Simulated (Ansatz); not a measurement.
Isolated molecules relaxed with PBE0-D4/def2-TZVP in Ansatz; ΔE leaves out vibrations. CBS: MP2 limit from def2 TZ/QZ plus the TZ coupled-cluster correction, frozen cores. This one scheme is used for every species. DFT in def2-TZVPP. Each species was taken in one conformer, which may not be the lowest.

`C[Si](C)(N)O` → `C[Si]C` + `NO`  (silylene formation by 1,1-elimination)

```csv
level,ΔE (eV)
ωB97M-V,6.48
SCS-MP2/def2-QZVPP,6.71
```

(1) What does CCSD(T)/CBS give? (An estimate is asked.)

Largest T1 diagnostic among the species: 0.012.

## Answers

(1) Ansatz gave: +6.58 eV. The listed levels differ from it by -0.10, 0.13 eV.

From PBE to PBE0 (25 % exact exchange), in def2-TZVPP and without D4, ΔE moves by +0.28 eV. The D4 term adds +0.17 eV with B3LYP and +0.09 eV with PBE0; it sums over pairs of atoms, weighted by their polarisabilities, and B3LYP, whose exchange is more repulsive, gets the larger term.

B3LYP here is the variant with VWN-RPA as its local correlation; programs differ in this.
